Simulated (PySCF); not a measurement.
Molecular orbitals of CsMg

B3LYP at R = 4.377 Å; basis Cs def2-SVP with ECP46, Mg def2-SVP; scalar-relativistic core potentials; PySCF 2.14. State: ²Σ⁺ (doublet), unpaired electrons σ ↑. Only the outer orbitals are listed, counted within each symmetry, core potentials removing the inner ones.

```
spin  orbital  occ.  ε (eV)  on Cs (%)            main shells (%)
   α       4σ     1  -29.02        100                   100 Cs s
   α       2π     1  -14.74        100                   100 Cs p
   α       2π     1  -14.74        100                   100 Cs p
   α       5σ     1  -14.71        100                   100 Cs p
   α       6σ     1   -5.29          5                    95 Mg s
   α       7σ     1   -2.59         83           83 Cs s, 15 Mg p
   α       3π     0   -0.99         39   61 Mg p, 31 Cs p, 8 Cs d
   α       3π     0   -0.99         39   61 Mg p, 31 Cs p, 8 Cs d
   α       8σ     0   -0.97         40  59 Mg p, 25 Cs p, 12 Cs s
   β       4σ     1  -28.96        100                   100 Cs s
   β       2π     1  -14.69        100                   100 Cs p
   β       2π     1  -14.69        100                   100 Cs p
   β       5σ     1  -14.66        100                   100 Cs p
   β       6σ     1   -5.16          4                    96 Mg s
   β       7σ     0   -1.58         82           82 Cs s, 16 Mg p
   β       3π     0   -0.93         30   70 Mg p, 21 Cs p, 9 Cs d
   β       3π     0   -0.93         30   70 Mg p, 21 Cs p, 9 Cs d
```

**Question.** Which are the highest filled and the lowest empty level, where do they sit, and how wide is the gap?

**Answer.** Highest filled α 7σ at -2.59 eV (in %: 83 Cs s, 15 Mg p); lowest empty β 7σ at -1.58 eV (in %: 82 Cs s, 16 Mg p); the gap at B3LYP is 1.01 eV.

The bond order (Mayer) is 0.36. The ⟨S²⟩ is 0.752 and the charge on Cs (Mulliken, basis-dependent) is 0.08. The charge on Cs (Löwdin, basis-dependent) is -0.08, the dipole moment (positive dipole means Cs(−)Mg(+)) is -1.33 D and the polarisability along the bond is 677.6 bohr³. The polarisability across the bond is 343.3 bohr³.

Spin–orbit coupling is left out. The state is the lowest determinant that a PBE0 search found; another state may lie lower at other levels.
